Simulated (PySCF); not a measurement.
Molecule: THF, SMILES C1CCOC1 (C4H8O). Atoms near the plane z = 0.0 Å, at the PBE0/def2-SVP optimised geometry (x, y, z in Å): C2 (-0.1, -1.3, -0.6), C3 (-0.5, -1.0, 0.8), C5 (0.5, 0.9, 0.0), H9 (0.9, -1.7, -0.6), H11 (-1.6, -1.0, 0.9), H12 (1.6, 0.9, 0.0), H13 (0.2, 2.0, 0.0).

Computed with PySCF with PBE0/def2-TZVP. Cells within 0.4 Å of a nucleus heavier than hydrogen are left out (blank, or x). The values are rescaled to run from 0 to 1.

```
|111111111111111111111111111|
|111111111111111111111111111|
|111111111111111111111111111|
|111111111111111111111111111|
|111111111111111111111111111|
|111111111111000111111111111|
|111111111111123111111111111|
|111111111111158411111111111|
|111111111111158521111111111|
|11111111110002xx35410111111|
|11111111110000xx78920111111|
|11111111110000xx35410111111|
|111111111000000001111111111|
|111111111000000000111111111|
|111111110000000000111111111|
|111111110001110000111111111|
|111111111013530000111111111|
|111111111114641111111111111|
|111111110012321111111111111|
|111111111001101111111111111|
|111111111100000111111111111|
|111111111111001111111111111|
|111111111111111111111111111|
|111111111111111111111111111|
|111111111111111111111111111|
|111111111111111111111111111|
|111111111111111111111111111|
```
Scale: ten equal steps from 0.000 (start of '0') to 1.00 (end of '9'), in the order '0123456789'; x runs from -4.00 to 4.00, y from -4.00 (bottom) to 4.00 (top).

Q: Which quantity is mapped?
A. Laplacian of the electron density
B. electrostatic potential
C. an orbital amplitude
D. deformation density (molecule minus spherical neutral atoms)

A: D, deformation density (molecule minus spherical neutral atoms). In full: deformation density (molecule minus spherical neutral atoms) (e/bohr³).
